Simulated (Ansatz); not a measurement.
CH4ClFSn (`F[CH2][SnH2][Cl]`), relaxed with RKS PBE-D4/def2-SVP in the Gaussian-basis code of Ansatz from a rough embedded geometry. The force threshold is 0.03 eV/Å; the program also tests the step.

The species carries charge 0 and has multiplicity 1. Sn: def2 effective core potential.

Start:

```xyz
8

F    -0.083    1.053   -1.689
C     0.423    0.986   -0.457
Sn   -0.266   -0.833    0.450
Cl   -2.513   -0.848    0.594
H     0.096    1.831    0.155
H     1.534    0.992   -0.551
H     0.495   -0.978    2.049
H     0.314   -2.203   -0.551
```

Q: By how much does the energy fall, and how many steps does the optimiser take? (Estimate.)

A: The calculation gave: 29.17 kJ/mol, in 17 steps, 2 of them rejected.

Q: Which bonds change most? (Estimate.)

A: Ansatz gave: Sn3–Cl4 from 2.252 to 2.383 Å; Sn3–H8 from 1.793 to 1.726 Å; C2–Sn3 from 2.145 to 2.202 Å; F1–C2 from 1.334 to 1.381 Å.

Q: Give the relaxed structure. (An estimate is asked.)

A: Computed: 
```xyz
8

F     0.390    0.900   -1.865
C     0.425    1.015   -0.489
Sn   -0.147   -0.898    0.439
Cl   -2.470   -0.705    0.935
H    -0.296    1.790   -0.149
H     1.449    1.298   -0.158
H     0.633   -1.189    1.957
H     0.016   -2.210   -0.670
```
